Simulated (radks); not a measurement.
Results of a calculation; reference values are marked as such.
Task: These are the eigenvalues of the occupied orbitals of an atom or ion with whole-number occupations (hartree). Code: a radial shooting solver on a logarithmic mesh with Libxc functionals. Model: scalar-relativistic Kohn-Sham, BLYP, spin-polarised, spherical densities, finite nucleus; Fermi nuclear charge, rms radius of each element as measured or else 0.836 A^(1/3) + 0.57 fm.

| orbital | eigenvalue |
|---|---|
| 1s down | -197.3097 |
| 1s up | -197.3091 |
| 2s up | -22.21988 |
| 2s down | -22.18009 |
| 2p up | -18.57041 |
| 2p down | -18.53973 |
| 3s up | -2.71311 |
| 3s down | -2.59237 |
| 3p up | -1.75966 |
| 3p down | -1.64162 |
| 3d up | -0.35649 |

Which element is it, and in what charge state? The configuration may be excited. Open shells, if any, are filled with parallel spins first.

Result: Z = 23, vanadium, charge +1: V+ in [Ar] 3d4. The list shows which subshells hold electrons but not how many an open one holds; the 1s level, -197.31 hartree, gives Z - s = 19.9 by -(Z - s)^2/2, which with screening and relativity narrows Z to a few neighbours, and the depths of the outer levels then fix element, charge and occupations together.
